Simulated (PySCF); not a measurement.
# Rubidium: highly charged ions in a basis for the neutral atom

Rb²⁴⁺ [Ne] 3s2 3p1, Rb²⁵⁺ [Ne] 3s2. Calculation: PySCF 2.14, in x2c-SVPall (6s4p5d1f, 50 functions); the spin-free X2C one-electron Hamiltonian (Gaussian nucleus). No spin-orbit coupling, so a gap to NIST mixes the basis error with missing relativistic terms.

Changed run: basis of the neutral atom used for a highly charged ion. This setting is unsound on purpose.

```tsv
species	method	sound run (hartree)	changed run (hartree)	converged
Rb²⁴⁺	UHF	not run	-2598.53584	yes
Rb²⁴⁺	TPSS	not run	-2599.21604	yes
Rb²⁴⁺	M06-2X	not run	-2599.35341	yes
Rb²⁵⁺	UHF	not run	-2558.14977	yes
Rb²⁵⁺	TPSS	not run	-2558.76630	yes
Rb²⁵⁺	M06-2X	not run	-2558.91531	yes
```

Ionisation energy of Rb²⁴⁺:

| method | changed run (eV) | NIST (eV) |
| --- | --- | --- |
| UHF | 1099.0 | 1125 ± 5 |
| TPSS | 1100.7 | 1125 ± 5 |
| M06-2X | 1100.4 | 1125 ± 5 |

The contracted functions were made for the neutral atom and can be too rigid for a highly charged ion.
